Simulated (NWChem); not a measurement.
System: CHCl$_{2}$F; SMILES FC(Cl)Cl

Program: NWChem. Pople sets run with spherical d functions. The geometry was optimised at B3LYP/6-31G* (spherical d). Level: B3LYP/6-31G* with SMD (1 M gas to 1 M solution), gas-phase geometry.

For solvent water:

| Quantity | Result |
|---|---|
| solvation free energy (kcal/mol) | -0.9 |
| cavity-dispersion-structure term (kcal/mol) | 2.2 |
| dipole in solution (D) | 1.84 |

How do the values read with solvent n-hexane instead?

The solvation free energy (kcal/mol) is -3.1 and the cavity-dispersion-structure term (kcal/mol) is -1.7. The dipole in solution (D) is 1.58.
